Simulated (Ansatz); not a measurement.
Two isomers of C3H6OSi: A = `C#C[SiH2]CO`, B = `[SiH3]C1=CCO1`.

Isolated molecules relaxed with PBE0-D4/def2-TZVP in Ansatz; ΔE leaves out vibrations. CCSD(T)/CBS adds triple-zeta CCSD(T) − MP2 to the extrapolated MP2 energy (def2 sets, frozen cores). Functionals use def2-TZVPP. B3LYP here is the variant with VWN-RPA as its local correlation; programs differ in this. Each species was taken in one conformer, which may not be the lowest.

A:

```xyz
11

C    -1.937    1.224   -1.103
C    -0.799    1.014   -0.762
Si    0.889    0.598   -0.187
C     0.754   -1.133    0.558
O    -0.309   -1.216    1.492
H    -2.938    1.424   -1.413
H     1.826    0.635   -1.339
H     1.296    1.600    0.829
H     0.654   -1.880   -0.242
H     1.672   -1.376    1.101
H    -1.108   -0.889    1.066
```

B:

```xyz
11

Si   -0.202    0.951    1.697
C    -0.020    0.087    0.055
C     0.271   -1.137   -0.410
C     0.109   -0.577   -1.789
O    -0.195    0.711   -1.179
H     0.771    2.068    1.803
H    -1.577    1.492    1.845
H     0.065   -0.061    2.749
H     0.513   -2.095    0.017
H    -0.740   -0.933   -2.378
H     1.005   -0.506   -2.409
```

Q: Which isomer does CCSD(T)/CBS put lower? Give the gap. (Best estimate.)

A: The calculation gave: A, by 10.3 kcal/mol.

Q: Give E(B) − E(A) in kcal/mol with PBE-D4, ωB97M-V, B3LYP-D4, CCSD(T)/def2-TZVPP, HF/def2-TZVPP, B2PLYP, PBE0-D4. (An estimate is asked.)

A: Computed: PBE-D4 2.8, ωB97M-V 8.0, B3LYP-D4 8.6, CCSD(T)/def2-TZVPP 9.3, HF/def2-TZVPP 13.0, B2PLYP 10.0, PBE0-D4 3.3. None reverses the order clearly.

Largest T1 diagnostic: 0.014.

In def2-TZVPP, CCSD(T) changes the Hartree–Fock value by −3.7 kcal/mol (the triples alone add −0.8 kcal/mol) and MP2 by −2.3 kcal/mol.
